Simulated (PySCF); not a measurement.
# Tb (terbium, neutral) across methods

[Xe] 4f9 6s2, one real determinant. Computed with PySCF 2.14 in x2c-TZVPPall with one added diffuse shell each of s, p, d, f type (12s8p8d5f2g, 129 functions), with scalar relativity by spin-free X2C-1e.

```json
{"method": "r2SCAN", "E (hartree)": "-11708.53", "mean ε 6s α (eV)": "-3.966", "mean ε 6s β (eV)": "-3.750", "mean ε 4f β (eV)": "-1.673", "Σ⟨r²⟩ (bohr²)": "81.68", "⟨S²⟩": "8.837"}
{"method": "PBE0", "E (hartree)": "-11708.16", "mean ε 6s α (eV)": "-4.262", "mean ε 6s β (eV)": "-4.114", "mean ε 4f β (eV)": "-3.352", "Σ⟨r²⟩ (bohr²)": "80.27", "⟨S²⟩": "8.758"}
{"method": "LDA", "E (hartree)": "-11699.97", "mean ε 6s α (eV)": "-3.926", "mean ε 6s β (eV)": "-3.771", "mean ε 4f β (eV)": "-1.217", "Σ⟨r²⟩ (bohr²)": "78.75", "⟨S²⟩": "8.767"}
```

Problem. Estimate the same row for UHF.

Solution. E (hartree) = -11704.13010; mean ε 6s α (eV) = -5.111; mean ε 6s β (eV) = -4.974; mean ε 4f β (eV) = -9.357; Σ⟨r²⟩ (bohr²) = 84.94; ⟨S²⟩ = 8.762.

⟨L²⟩ = 23.52 against 30 for a pure H term, so this real determinant mixes terms. Spin-orbit coupling, absent here, splits the open shell strongly. ⟨S²⟩ = 8.84 against 8.75 shows spin contamination.
